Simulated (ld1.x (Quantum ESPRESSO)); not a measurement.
## Reading a pseudo-wave (Cr (Z = 24))

Columns: radius, all-electron u(r) and pseudo u(r) of the 3p shell (level -48.40 eV) of chromium in the configuration [Ne] 3s2 3p6 3d5 4s0.5 4p0; PBE, non-relativistic, RRKJ scheme, ld1.x (Quantum ESPRESSO) 7.5.

| r (bohr) | all-electron | pseudo |
| --- | --- | --- |
| 0.140 | 0.5560 | -0.0874 |
| 0.280 | 0.2309 | -0.3181 |
| 0.420 | -0.3946 | -0.6121 |
| 0.560 | -0.8455 | -0.8759 |
| 0.700 | -1.0564 | -1.0405 |
| 0.840 | -1.0886 | -1.0822 |
| 0.980 | -1.0177 | -1.0213 |
| 1.120 | -0.8996 | -0.9023 |
| 1.260 | -0.7679 | -0.7680 |
| 1.400 | -0.6406 | -0.6406 |
| 1.540 | -0.5260 | -0.5260 |
| 1.680 | -0.4270 | -0.4270 |
| 1.820 | -0.3438 | -0.3438 |
| 1.960 | -0.2751 | -0.2751 |
| 2.100 | -0.2192 | -0.2192 |
| 2.240 | -0.1739 | -0.1739 |
| 2.380 | -0.1376 | -0.1376 |
| 2.520 | -0.1085 | -0.1085 |
| 2.660 | -0.0855 | -0.0855 |
| 2.800 | -0.0672 | -0.0672 |
| 2.940 | -0.0527 | -0.0527 |
| 3.080 | -0.0413 | -0.0413 |
| 3.220 | -0.0324 | -0.0324 |
| 3.360 | -0.0253 | -0.0253 |
| 3.500 | -0.0198 | -0.0198 |
| 3.640 | -0.0154 | -0.0154 |

(1) How many radial nodes do the two functions have?

(2) At about which radius was the pseudo-wave matched?

(3) Where does each function peak?

(4) Is the pseudo-wave norm-conserving?

Answers

(1) The all-electron 3p function has n − l − 1 = 1; the pseudo-wave has 0, since the states of the same l below it are removed with the core.

(2) 1.30 bohr, where the columns begin to agree (steps of 0.14 bohr).

(3) Outermost all-electron maximum near 0.84 bohr, pseudo maximum near 0.84 bohr (to the table’s step).

(4) Yes: the RRKJ scheme keeps the norm inside the radius equal to the all-electron one, which fixes the energy derivative of the logarithmic derivative at the level.
